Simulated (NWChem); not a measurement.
System: Si₂H₆O₂; SMILES O[SiH2][SiH2]O

```xyz
10

O      1.0875    -1.4973     0.0000
Si    -0.5538    -1.1945     0.0000
Si    -0.5742     1.1614     0.0000
O      1.1055     1.3503     0.0000
H      1.5902    -0.6679     0.0000
H     -1.2200    -1.7757     1.2055
H     -1.2200    -1.7757    -1.2055
H     -1.1877     1.8098     1.2043
H     -1.1877     1.8098    -1.2043
H      1.4722     2.2395     0.0000
```
Atoms are numbered in this order, from 1.

Geometry: optimised at PBE0/def2-SVP.

Symmetry labels are those of Cs in the frame above (b1 and b2, or b-type labels, depend on it).

### Question
List the 4 lowest vertical singlet excitations and the 4 lowest triplet ones from PBE/6-31+G* (spherical d), full TDDFT (NWChem).

### Answer
```
state  energy (eV)  oscillator strength  symmetry  leading excitation (squared amplitude)
-----  -----------  -------------------  --------  --------------------------------------
S1            5.11                0.001        a"                    HOMO−1 → LUMO (1.00)
S2            5.18                0.015        a'                      HOMO → LUMO (0.99)
S3            5.76                0.001        a"                    HOMO−2 → LUMO (1.00)
S4            6.52                0.070        a'                    HOMO → LUMO+1 (0.91)
T1            4.68       spin-forbidden        a'                      HOMO → LUMO (0.99)
T2            4.98       spin-forbidden        a"                    HOMO−1 → LUMO (1.00)
T3            5.54       spin-forbidden        a"                    HOMO−2 → LUMO (1.00)
T4            6.16       spin-forbidden        a'                    HOMO → LUMO+1 (0.93)
```
